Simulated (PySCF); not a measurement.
F4Ge, charge -1, multiplicity 2. Atoms are numbered in the order given.

```xyz
5

Ge     0.0000     0.0000    -0.1924
F      0.0000     0.0000     1.6207
F      1.6277     0.9398    -0.3122
F     -1.6277     0.9398    -0.3122
F      0.0000    -1.8795    -0.3122
```
Charge -1, spin multiplicity 2.

Coordinates come from a PBE-D3(BJ)/def2-SVPD optimisation.

Calculation: PySCF 2.14.0 with PBE-D3(BJ)/def2-SVPD.

Frequencies are harmonic and unscaled.

Modes within 1.5 cm⁻¹ of each other (mostly degenerate sets) share a row, with their intensities summed.

Computed normal modes with their intensities:
```
mode  ν (cm⁻¹)  IR (km/mol)  moving atoms (share of kinetic energy)
----  --------  -----------  --------------------------------------
1–2         32          0.7                                  F 92 %
3          180         16.3                         F 71 %, Ge 29 %
4–5        228          6.7                                  F 92 %
6          446          0.8                                 F 100 %
7–8        487        382.7                         F 66 %, Ge 34 %
9          573        107.4                         F 78 %, Ge 22 %
```
